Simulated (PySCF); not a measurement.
## Diatomics of I with the 4d metals

PBE0 with triple-zeta basis sets in PySCF, for the lowest determinant that a PBE0 search found; no spin–orbit coupling. De refers to high-spin ground-configuration atoms. A positive dipole means M(−)I(+).

```csv
M,basis,state (unpaired electrons),Re (Å),ωe (cm⁻¹),De (eV),μ (D)
Y,def2-TZVPP,singlet (closed shell),2.763,214,3.88,-2.56
Zr,def2-TZVPP,"quartet (σ ↑, π ↑, δ ↑)",2.730,211,n/a,-3.77
Mo,def2-TZVPP,"sextet (σ ↑, π ↑↑, δ ↑↑)",2.630,214,2.82,-4.73
Tc,def2-TZVPP,"septet (σ ↑↑, π ↑↑, δ ↑↑)",2.687,196,n/a,-2.27
Ru,def2-TZVPP,"quartet (σ ↑, π ↑, δ ↑)",2.553,214,2.81,-4.60
Rh,def2-TZVPP,"triplet (σ ↑, δ ↑)",2.553,214,2.83,-4.73
Pd,def2-TZVPP,doublet (σ ↑),2.524,213,2.40,-4.31
Ag,def2-TZVPP,singlet (closed shell),2.564,200,2.59,-4.96
Cd,def2-TZVPP,doublet (σ ↑),2.698,169,1.30,-3.04
```

The shortest bond is that of PdI (2.524 Å), the longest that of YI (2.763 Å).

The state changes along the series, so neighbouring rows are not always alike in their bonding.

De is left out where the level can put another filling of the metal’s s and d shells below the measured ground configuration, by anything from nothing to about 1 eV. The metal atom is held in its measured ground configuration; semilocal functionals can put another filling of s and d lower by some tenths of an eV, and De to that atom would be smaller. Spin–orbit coupling is left out, which matters for elements this heavy, above all for dissociation energies. States were picked by a PBE0 search and need not be the measured ground states.
